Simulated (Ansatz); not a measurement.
One geometry of C₃H₆BI, SMILES `BC(=C)CI`, several functionals.

```yaml
crystal:
  periodic: [false, false, false]
  atoms:
    - {symbol: B, position_ang: [-1.527699, 0.352602, 0.063401]}
    - {symbol: C, position_ang: [-0.045249, -0.051843, 0.200411]}
    - {symbol: C, position_ang: [0.498855, -0.120334, 1.425271]}
    - {symbol: C, position_ang: [0.763148, -0.409211, -0.997216]}
    - {symbol: I, position_ang: [1.188860, 1.362479, -2.156739]}
    - {symbol: H, position_ang: [-2.132479, 0.683427, 1.040405]}
    - {symbol: H, position_ang: [-2.084090, 0.309557, -0.994692]}
    - {symbol: H, position_ang: [-0.082831, 0.137954, 2.303045]}
    - {symbol: H, position_ang: [1.527037, -0.434591, 1.592630]}
    - {symbol: H, position_ang: [1.734982, -0.838719, -0.762271]}
    - {symbol: H, position_ang: [0.224867, -1.048221, -1.693646]}
basis:
  gaussian: {orbitals: def2-TZVPP}
hamiltonian: {xc: r2scan, dispersion: d4}
output: {forces: true, orbitals: {seedname: orbitals}}
```

```sh
$ ansatz run in.yaml --threads 4 --pin off --events-out ev --progress --plain --max-ram 10444MiB
```

It prints (some lines left out):

```
Functional definition: r2SCAN
1430 factors; their error is unknown
mean field evaluation 1: about -11948.8011 eV, gradient 1.1e2 eV
mean field evaluation 2: about -11347.9242 eV, gradient 3.7e2 eV
mean field evaluation 4: about -11985.6706 eV, gradient 2.2e1 eV
mean field evaluation 8: about -11987.1100 eV, gradient 8.1e-1 eV
mean field evaluation 16: about -11987.0815 eV, gradient 2.6e-3 eV
mean field -11987.08150109 eV, -440.5171200292 hartree, gradient 8.9e-5 eV, S^2 0.000000; 0 other end points of the search recorded, 0 dependent functions left out
reference -11987.08151433 eV, -440.5171205160 hartree; 27, 27 occupied and 231, 231 virtual orbitals, 1430 factors
Total energy: -11987.14713967 eV, -440.5195322026 hartree
Atom 0 at    -1.527699     0.352602     0.063401 Å, force    -0.078332     0.024098    -0.031284 eV/Å
Atom 1 at    -0.045249    -0.051843     0.200411 Å, force    -0.160772     0.053347    -0.124023 eV/Å
Atom 2 at     0.498855    -0.120334     1.425271 Å, force     0.131539    -0.018727     0.241437 eV/Å
Atom 3 at     0.763148    -0.409211    -0.997216 Å, force     0.005994    -0.273061     0.077056 eV/Å
Atom 4 at     1.188860     1.362479    -2.156739 Å, force     0.045010     0.213402    -0.138892 eV/Å
Atom 5 at    -2.132479     0.683427     1.040405 Å, force     0.022817    -0.011464    -0.032888 eV/Å
Atom 6 at    -2.084090     0.309557    -0.994692 Å, force     0.022855    -0.005676     0.028046 eV/Å
Atom 7 at    -0.082831     0.137954     2.303045 Å, force     0.010398    -0.007000    -0.013620 eV/Å
Atom 8 at     1.527037    -0.434591     1.592630 Å, force    -0.000269    -0.001179    -0.000387 eV/Å
Atom 9 at     1.734982    -0.838719    -0.762271 Å, force    -0.002984     0.005858    -0.007170 eV/Å
Atom 10 at     0.224867    -1.048221    -1.693646 Å, force     0.003744     0.020401     0.001725 eV/Å
Dipole moment:     0.125921    -0.322822     0.284573 e Å
```

It took 4.7 s on 4 threads of an Arm Neoverse V2 on a shared host, with 0.37 GiB of host memory at the peak.

With the line `hamiltonian: {xc: {name: B2PLYP}}` and no forces (abridged; 6.5 s):

```
Functional definition: B2PLYP
mean field evaluation 16: about -11968.6841 eV, gradient 4.0e-4 eV
mean field -11968.68414517 eV, -439.8410296695 hartree, gradient 1.2e-6 eV, S^2 0.000000
8 core orbitals not correlated: weight in the atoms' cores, before any rotation towards them, 1.000 or more for the frozen orbitals, at most 0.000 for the correlated occupied ones
second order -35.32867350 eV of doubles, -0.00000000 eV of singles
Total energy: -11978.22306292 eV, -440.1915784312 hartree
```

With the line `hamiltonian: {xc: pbe, dispersion: d4}` (abridged; 2.6 s):

```
Functional definition: PBE
mean field evaluation 16: about -11980.4053 eV, gradient 7.3e-3 eV
mean field -11980.40525907 eV, -440.2717726606 hartree, gradient 1.7e-5 eV, S^2 0.000000
Total energy: -11980.67408313 eV, -440.2816517623 hartree
Atom 0 force     0.008924     0.003357    -0.033312 eV/Å
Atom 1 force    -0.289663     0.078420    -0.408187 eV/Å
Atom 2 force     0.187283    -0.019653     0.390362 eV/Å
Atom 3 force    -0.038848    -0.113704     0.096767 eV/Å
Atom 4 force     0.050240     0.268429    -0.166269 eV/Å
Atom 5 force    -0.066461     0.035355     0.104822 eV/Å
Atom 6 force    -0.061475    -0.007793    -0.113314 eV/Å
Atom 7 force    -0.114956     0.053337     0.192254 eV/Å
Atom 8 force     0.222553    -0.072971     0.046579 eV/Å
Atom 9 force     0.210735    -0.098385     0.040350 eV/Å
Atom 10 force    -0.108332    -0.126391    -0.150051 eV/Å
Dipole moment:     0.146682    -0.301513     0.258648 e Å
```
